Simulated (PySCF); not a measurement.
## Spinor energies of Nb³⁺ (niobium, charge +3)

Start: [Kr] 4d2; 4d5/2 filled at m_j = +3/2, +5/2. Calculated with PySCF 2.14 in x2c-TZVPall-2c with one added diffuse shell each of s, p, d type (9s10p8d1f, 86 functions): generalised Hartree-Fock with the X2C-1e Hamiltonian and a Gaussian nucleus; one run each with spin-orbit coupling (SO) switched off, then screened by Boettger's factors. This is a chosen level, not necessarily the ground level.

| spinor shell | electrons | ε, spin-free (eV) | ε, screened SO (eV) | weight of nominal j (screened SO) | rms radius, screened SO (bohr) |
| --- | --- | --- | --- | --- | --- |
| 1s1/2 | 2 | -19119.1 | -19118.2 | 1.000 | 0.0415 |
| 2s1/2 | 2 | -2775.4 | -2775.2 | 1.000 | 0.171 |
| 2p1/2 | 2 | -2475.3 | -2541.3 | 1.000 | 0.149 |
| 2p3/2 | 4 | -2475.3 | -2444.3 | 1.000 | 0.154 |
| 3s1/2 | 2 | -521.30 | -521.28 | 1.000 | 0.471 |
| 3p1/2 | 2 | -420.42 | -431.59 | 1.000 | 0.471 |
| 3p3/2 | 4 | -420.42 | -415.22 | 1.000 | 0.481 |
| 3d3/2 | 4 | -255.40 | -257.10 | 0.985 | 0.471 |
| 3d5/2 | 6 | -255.40 | -254.29 | 0.990 | 0.474 |
| 4s1/2 | 2 | -103.33 | -103.35 | 1.000 | 1.23 |
| 4p3/2 | 4 | -73.484 | -72.786 | 0.914 | 1.37 |
| 4p1/2 | 2 | -73.484 | -75.050 | 0.828 | 1.35 |
| 4d5/2 | 2 | -37.327 | -37.267 | 0.881 | 1.84 |

| quantity | spin-free | screened SO |
| --- | --- | --- |
| E (hartree) | -3815.43283 | -3815.83535 |
| M_J | 4 | 4 |
| ⟨J²⟩ | 20.007 | 20.007 |
| ⟨L²⟩ | 12.006 | 12.030 |
| ⟨S²⟩ | 2.001 | 2.005 |

Each row is a mean over spinors that exchange with the open shell spreads, by up to 6.201 eV (4p3/2).

Rows whose weight is well below 1 are mixtures of j = l ± 1/2: exchange outweighs spin-orbit coupling there, and the label is only the starting occupation.

Breit and QED terms are absent; they matter most for the inner s and p1/2 levels.

Densities and radii are taken from the X2C orbitals without a picture-change correction, which distorts them close to the nucleus.

Without spin-orbit coupling the j labels of p, d and f shells carry no meaning; the spin-free column gives the mean over the occupied spinors of each nl shell.
